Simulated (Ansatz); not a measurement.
H4NSi (SMILES [NH][SiH3]) moved off its minimum; all values from Ansatz (a quantum-chemistry and plane-wave program), cores frozen in correlated methods. Open shells are unrestricted.
(charge 0, multiplicity 2)
```xyz
6

N      1.15934    -0.43362    -0.25125
Si    -0.49182     0.15618     0.05538
H      1.85988     0.20768     0.07737
H     -0.73775     0.03388     1.52769
H     -1.45073    -0.72444    -0.67981
H     -0.68445     1.53971    -0.33997
```

```tsv
level	largest force (eV/Å)	on atom	rms difference from CCSD(T)/cc-pV(T+d)Z (eV/Å)	dipole (D)
HF/def2-TZVPP	1.17	Si2	0.267	1.56
PBE/def2-TZVPP	1.36	N1	0.192	1.46
r2SCAN/def2-TZVPP	1.16	Si2	0.100	1.46
B3LYP/def2-TZVPP	1.07	Si2	0.062	1.49
wB97M-V/def2-TZVPP	1.07	Si2	0.078	1.49
MP2/cc-pV(T+d)Z	1.00	Si2	0.068	1.43
CCSD(T)/cc-pV(T+d)Z	1.02	N1	0.000	1.41
```

The differences count from one level among others, with limits of its own. Forces at CCSD(T)/cc-pV(T+d)Z (eV/Å):

```tsv
atom	Fx	Fy	Fz
N1	-0.895	-0.413	-0.247
Si2	0.190	-0.940	0.241
H3	0.537	0.542	0.269
H4	0.015	0.024	-0.219
H5	0.221	0.224	0.149
H6	-0.069	0.562	-0.193
```
